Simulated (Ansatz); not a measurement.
V4O3, relaxed as a singlet with RKS PBE-D4/def2-SVP in Ansatz, starting from the GFN1-xTB geometry. Force threshold 0.02 eV/Å.

The restricted singlet is unstable towards broken spin symmetry at other levels; at PBE-D4/def2-SVP this wasn't settled. The relaxation made no stability test and no search for a lower SCF solution. No other spin state of charge 0 was run. Another isomer (singlet) lies 2.34 eV lower at PBE0-D4/def2-TZVP; other spin states weren't run for this one.

Start:

```xyz
7

V     0.618   -0.217    1.764
V     0.882   -1.506   -0.702
V    -0.832    2.326    0.235
V    -1.535    0.391   -1.909
O    -0.216   -0.652   -1.632
O     1.302   -1.503    0.926
O    -0.220    1.162    1.318
```

Problem. Estimate the energy that the relaxation releases and the steps that it takes.

Solution. 141.8 kcal/mol, in 16 steps; 56 s on 4 threads of Arm Neoverse V2 on a shared host. No frequencies were taken in this run, so the end may be a saddle point.

Problem. Does the start keep its bonding and symmetry?

Solution. By distances, no bond broke or formed. The bond that changes most is V3–V4, from 2.97 to 1.73 Å (atoms count from 1). A close non-bonded pair moves further: V1–V2, from 2.79 to 2.04 Å. Point group C2 at the start, Cs at the end, both within 0.05 Å.

Problem. Predict the relaxed structure.

Solution. 
```xyz
7

V     1.090   -0.145    1.278
V     1.061   -1.233   -0.442
V    -1.395    1.794   -0.086
V    -1.420    0.868   -1.551
O    -0.138   -0.416   -1.395
O     0.901   -1.953    1.220
O    -0.098    1.084    0.976
```
Bond lengths (bridged metal pairs left out): 6 × O–V 1.74 to 1.82 Å; 1 × V–V 1.73 Å.
